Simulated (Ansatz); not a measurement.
CH7GaGeO. The species carries charge 0 and has multiplicity 1. The bonds changed during the relaxation, so this is another structure than the one it started from.

```xyz
11

C    -0.439    0.903    2.168
Ga    0.057   -1.023    1.637
Ge    0.485   -0.932   -2.092
O    -0.112   -0.196   -0.554
H     0.320    1.612    1.813
H    -0.520    1.029    3.252
H    -1.403    1.197    1.732
H     1.838   -0.291   -2.434
H     0.597   -2.416   -1.758
H    -0.555   -0.635   -3.183
H    -0.269    0.753   -0.583
```

What are the harmonic wavenumbers in cm⁻¹ at PBE0-D4/def2-TZVP (Ansatz, finite differences of forces, unscaled)? (An estimate is asked.)

Ansatz gave: 6, 43, 56, 114, 117, 183, 298, 469, 496, 550, 614, 629, 678, 852, 867, 881, 957, 1162, 1435, 1441, 2168, 2171, 2223, 2998, 3078, 3105, 3854.
